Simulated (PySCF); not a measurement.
Electronic absorption of C4F3N

Compound: C₄F₃N.
SMILES: `N#CC1(F)C(F)=C1F`

Level of theory: TDDFT B3LYP/def2-SVPD, vertical, gas phase, core orbitals frozen in the response in PySCF 2.14.0, density-fitted response routines. Isolated species at its GFN2-xTB geometry, gas phase.

Task: List the vertical singlet excitations with oscillator strengths and describe the spectrum.

Result: 

```
state  E (eV)  E (kJ/mol)  λ (nm)       f  symmetry  main configurations (H = HOMO, L = LUMO)
   S1    6.89         664   180.0   0.011        A″                    H→L (81%), H→L+3 (11%)
   S2    6.99         674   177.5   0.012        A′                               H→L+1 (89%)
   S3    7.23         698   171.5  0.0082        A′                  H-1→L (47%), H→L+2 (39%)
   S4    7.31         705   169.6  0.0015         –                             H-1→L+2 (85%)
   S5    7.61         734   162.9  0.0002         –                H-1→L+1 (66%), H→L+3 (24%)
   S6    7.73         746   160.4   0.067        A′   H-1→L+3 (35%), H→L+2 (32%), H-1→L (27%)
   S7    7.88         760   157.4  0.0005         –                  H-2→L (75%), H→L+3 (11%)
   S8    8.12         783   152.7   0.038        A″     H-3→L (44%), H→L+3 (15%), H-5→L (11%)
```

Triplets, Tamm–Dancoff:

| state | E (eV) | λ (nm) | main configurations (H = HOMO, L = LUMO) |
| --- | --- | --- | --- |
| T1 | 5.35 | 231.8 | H→L (66%), H→L+3 (29%) |
| T2 | 6.02 | 206.0 | H-1→L (58%), H-2→L+2 (12%), H-1→L+3 (10%) |
| T3 | 6.52 | 190.2 | H→L+3 (35%), H-1→L+2 (26%), H→L (17%) |

The lowest singlet lies at 6.89 eV (180 nm, vacuum ultraviolet) and is weak; its leading configuration is HOMO→LUMO (81%). The strongest level in the table is S6 at 7.73 eV (160 nm, f = 0.067). Löwdin shares by element: HOMO carbon 53% or more, fluorine 24% or more (atoms not listed hold the other 23%); LUMO carbon 54% or more, nitrogen 19% (atoms not listed hold the other 28%). Orbital energies (eV): HOMO-3 -10.71, HOMO-2 -10.56, HOMO-1 -9.64, HOMO -9.13, LUMO -1.19, LUMO+1 -0.94, LUMO+2 -0.61. The oscillator strengths of these states sum to 0.139; summed over the whole spectrum of an exact calculation they would give the number of electrons, 58 (Thomas–Reiche–Kuhn). Weighted by f, the mean energy of these states is 7.67 eV. Symmetry labels in Cs follow from the direction of the transition dipole and are given only for states with f of 0.002 or more. Singlets were solved by full linear response, triplets in the Tamm–Dancoff approximation.

On Arm Neoverse N1, one thread, no GPU (shared host), this took 31 s and 0.70 GiB of memory at its peak.
